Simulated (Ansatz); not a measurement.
The cluster Li2Cl2⁺. Total charge 1; doublet. Geometry PBE-D4/def2-TZVP.

```xyz
4

Li    0.0022    1.6037   -0.9976
Li   -0.0062   -1.6022    0.9997
Cl   -0.7591   -0.5821   -0.9415
Cl    0.7631    0.5805    0.9393
```

B3LYP takes the VWN-RPA correlation. In the doublet, Cl3 and Cl4 lie 2.68 Å apart (atoms count from 1), so these atoms are partly bonded to each other. The structure comes from a short search, and lower isomers may exist.

Estimate the α-spin orbital energies around the gap (eV) in Ansatz with PBE-D4/def2-TZVP, B3LYP-D4/def2-TZVP, PBE0-D4/def2-TZVP, CAM-B3LYP-D4/def2-TZVP, ωB97X-V/def2-TZVP.


```
orbital  PBE-D4/def2-TZVP  B3LYP-D4/def2-TZVP  PBE0-D4/def2-TZVP  CAM-B3LYP-D4/def2-TZVP  ωB97X-V/def2-TZVP
 HOMO−5            -14.83              -16.12             -16.53                  -17.97             -19.07
 HOMO−4            -13.86              -15.06             -15.37                  -16.82             -17.91
 HOMO−3            -13.09              -14.27             -14.58                  -16.03             -17.13
 HOMO−2            -13.06              -14.24             -14.52                  -15.92             -16.97
 HOMO−1            -12.20              -13.36             -13.66                  -15.06             -16.13
   HOMO            -11.84              -13.01             -13.33                  -14.68             -15.66
   LUMO             -5.53               -5.31              -4.92                   -4.52              -3.57
 LUMO+1             -4.89               -4.72              -4.33                   -4.01              -3.13
 LUMO+2             -4.00               -3.70              -3.36                   -2.87              -1.90
 LUMO+3             -3.83               -3.50              -3.14                   -2.57              -1.55
 LUMO+4             -3.62               -3.32              -3.00                   -2.50              -1.51
 LUMO+5             -2.62               -2.36              -2.01                   -1.54              -0.56
 β HOMO            -11.99              -13.14             -13.42                  -14.82             -15.88
 β LUMO            -10.76              -10.09              -9.84                   -8.80              -7.84
```
